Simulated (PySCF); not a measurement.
Computed IR spectrum (relative IR intensity) of a molecule CH₆ClFOSi₂. The structure is a stationary point at B3LYP-D3(BJ)/def2-SVP. Other conformers were not sampled. Calculation: B3LYP-D3(BJ)/def2-SVP (PySCF). Frequencies are harmonic and unscaled.

Lines under 2 % of the strongest are left out, and lines within 2 cm⁻¹ are merged.

| ν (cm⁻¹) | relative intensity |
|---|---|
| 167 | 4.8 |
| 230 | 9.5 |
| 251 | 3.9 |
| 269 | 19 |
| 326 | 28 |
| 432 | 16 |
| 561 | 49 |
| 623 | 5.6 |
| 676 | 4.1 |
| 711 | 20 |
| 785 | 75 |
| 861 | 100 |
| 891 | 12 |
| 906 | 6.5 |
| 940 | 23 |
| 951 | 48 |
| 1270 | 4.0 |
| 1435 | 2.2 |
| 2217 | 31 |
| 2222 | 35 |
| 3850 | 39 |

### Question
Identify the compound among the candidates.
A) O[SiH2]C[Si@@H](F)Cl
B) C[Si@@H](O)[Si@H](F)Cl
C) C[SiH2][Si@](O)(F)Cl
D) O[Si@H](Cl)[SiH2]CF

### Answer
C, C[SiH2][Si@](O)(F)Cl
